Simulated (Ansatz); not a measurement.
```csv
atom,x (Å),y (Å),z (Å)
C,0.0000,0.0000,0.0000
H,0.0000,0.0000,2.9960
P,0.0000,0.0000,-5.2080
```

Basis set: pcseg-2 (spherical functions). Charge 0, multiplicity 3.

Computed with Ansatz (development build ahead of 0.2.0); each method stands on the lowest determinant of its kind that the runs found. Restricted functionals stand beside restricted open-shell atoms, which can lie above the unrestricted atoms usual in DFT and then raise those values.

**Question.** Give the atomization energy at this shape (free ground-state atoms in the same class of orbitals less the molecule, no zero-point energy) of triplet CHP in separate pieces by ωB97X (restricted open-shell), PBE (restricted open-shell).

**Answer.**

```json
{"method": "ωB97X (restricted open-shell)", "atomization energy": "-3.41 eV"}
{"method": "PBE (restricted open-shell)", "atomization energy": "-2.35 eV"}
```

Caution: charge can spread falsely over distant fragments; other spin multiplicities may lie lower; stretched shape with no unrestricted run beside it, a lower state can exist; the molecule lies well above its atoms at this level; the shape is not the minimum.
